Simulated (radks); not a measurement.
All-electron atom: the samarium ion Sm42+ in [Ar] 3d2 (the NIST ground configuration). Calculated with a radial shooting solver on a logarithmic mesh with Libxc functionals: non-relativistic Kohn-Sham, LDA (Slater exchange, Perdew-Wang correlation), spin-unpolarised, spherical densities, point nucleus; relativity is left out, which matters for an element this heavy.

Normalised radial functions P(r) = r R(r), r in bohr:

```
   r/bohr * 2s, o 3d (the largest magnitude, 3.3, reaches the edge; | marks zero, & curves that meet)
 0.001124                             o  *
 0.001257                             o  *
 0.001395                             o  *
  0.00156                             o   *
 0.001745                             o   *
 0.001952                             o    *
 0.002165                             o    *
 0.002422                             o    *
 0.002709                             o     *
 0.003006                             o     *
 0.003362                             o      *
 0.003761                             o       *
 0.004173                             o       *
 0.004668                             o        *
 0.005221                             o         *
 0.005839                             o         *
 0.006479                             o          *
 0.007247                             o           *
 0.008106                             o           *
 0.008995                             o            *
  0.01006                             o            *
  0.01125                             o             *
  0.01249                             o             *
  0.01397                             o             *
  0.01562                             o            *
  0.01747                             o           *
  0.01939                             o          *
  0.02169                             |o        *
  0.02426                             |o      *
  0.02691                             |o    *
   0.0301                             |o *
  0.03367                            *| o
  0.03736                         *   | o
  0.04179                     *       |  o
  0.04674                 *           |   o
  0.05228             *               |   o
  0.05801         *                   |    o
  0.06489      *                      |      o
  0.07258    *                        |       o
  0.08053  *                          |         o
  0.09007  *                          |          o
   0.1007   *                         |            o
   0.1118    *                        |              o
    0.125       *                     |               o
   0.1399          *                  |                 o
   0.1564              *              |                 o
   0.1736                 *           |                  o
   0.1942                     *       |                 o
   0.2172                       *     |                o
    0.241                         *   |               o
   0.2695                           * |             o
   0.3015                            *|           o
   0.3345                            *|        o
   0.3741                             *      o
   0.4185                             *    o
   0.4681                             *  o
   0.5194                             * o
   0.5809                             *o
   0.6498                             &
    0.721                             &
   0.8064                             &
```

2s: eigenvalue -9290.7 eV, 1 radial node at r = 0.0329 bohr, <r> = 0.104 bohr, 90 % of the charge inside 0.159 bohr. 3d: eigenvalue -3172.1 eV, 0 radial nodes, <r> = 0.208 bohr, 90 % of the charge inside 0.318 bohr.
